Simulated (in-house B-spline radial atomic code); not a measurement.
**RPBE excitations of Ca²⁺**

Method: RPBE. Computed with an all-electron radial atomic-structure program (B-spline basis): linear response of the closed shell [Ne] 3s2 3p6 with the functional's adiabatic kernel; non-relativistic, point nucleus, no spin-orbit coupling, no double excitations, S, P, D and F terms only. Only terms of natural parity with L up to 3 were computed.

Command:
```bash
python run_td.py task.json out
```
Settings (radii: box in bohr, nucleus in fm):
```
Z                        20
electrons                18
configuration            [Ne] 3s2 3p6
hamiltonian              nr
method                   rpbe,pbe
box_radius               29.48
intervals                54
```

Cost of the run: 0.6 s on 1 thread of Arm Neoverse N1, on a shared host.

The lowest states, in the order of their Tamm-Dancoff energies; the method's threshold (minus the highest occupied level) is 43.04 eV. Labels give the largest channel, * marks a mixed state, and oscillator strengths are full-response dipole values. Semilocal kernels can invert the small singlet-triplet splittings of Rydberg terms. Energies in eV:

```json
{"state": "3p → 3d 3P", "full response": "24.959", "Tamm-Dancoff": "25.061", "oscillator strength": "-"}
{"state": "3p → 3d 3F", "full response": "25.124", "Tamm-Dancoff": "25.263", "oscillator strength": "-"}
{"state": "3p → 3d 1F", "full response": "27.423", "Tamm-Dancoff": "27.436", "oscillator strength": "-"}
{"state": "3p → 4s 3P", "full response": "?", "Tamm-Dancoff": "?", "oscillator strength": "-"}
{"state": "3p → 4s 1P", "full response": "28.554", "Tamm-Dancoff": "28.564", "oscillator strength": "0.431"}
{"state": "3p → 4p 3S", "full response": "31.62", "Tamm-Dancoff": "31.64", "oscillator strength": "-"}
{"state": "3p → 4p 3D", "full response": "31.94", "Tamm-Dancoff": "31.95", "oscillator strength": "-"}
{"state": "3p → 4p 1D", "full response": "32.20", "Tamm-Dancoff": "32.20", "oscillator strength": "-"}
{"state": "3p → 4p 1S", "full response": "33.53", "Tamm-Dancoff": "33.67", "oscillator strength": "-"}
{"state": "3p → 3d 1P", "full response": "33.35", "Tamm-Dancoff": "34.05", "oscillator strength": "3.04"}
{"state": "3p → 4d 3P", "full response": "36.98", "Tamm-Dancoff": "36.99", "oscillator strength": "-"}
{"state": "3p → 4d 3F", "full response": "?", "Tamm-Dancoff": "?", "oscillator strength": "-"}
{"state": "3p → 5s 3P", "full response": "37.09", "Tamm-Dancoff": "37.09", "oscillator strength": "-"}
{"state": "3p → 5s 1P", "full response": "37.17", "Tamm-Dancoff": "37.17", "oscillator strength": "0.0792"}
{"state": "3p → 4d 1F", "full response": "37.27", "Tamm-Dancoff": "37.27", "oscillator strength": "-"}
{"state": "3p → 5p 3S", "full response": "38.12", "Tamm-Dancoff": "38.12", "oscillator strength": "-"}
```

**Question.** Where does 3p → 4d 3F lie?

**Answer.** At 37.04 eV in full response, 37.05 eV in Tamm-Dancoff.

**Question.** Where does 3p → 4s 3P lie?

**Answer.** At 28.130 eV in full response, 28.143 eV in Tamm-Dancoff.

**Question.** How large is the singlet-triplet splitting of 3p → 3d (F terms) in Tamm-Dancoff?

**Answer.** 2.17 eV, from the unrounded values.

**Question.** What polarisabilities and dispersion coefficient does the method give?

**Answer.** Dipole 3.337 bohr³, quadrupole 7.518 bohr⁵, C6 11.07 hartree·bohr⁶ for two such species.
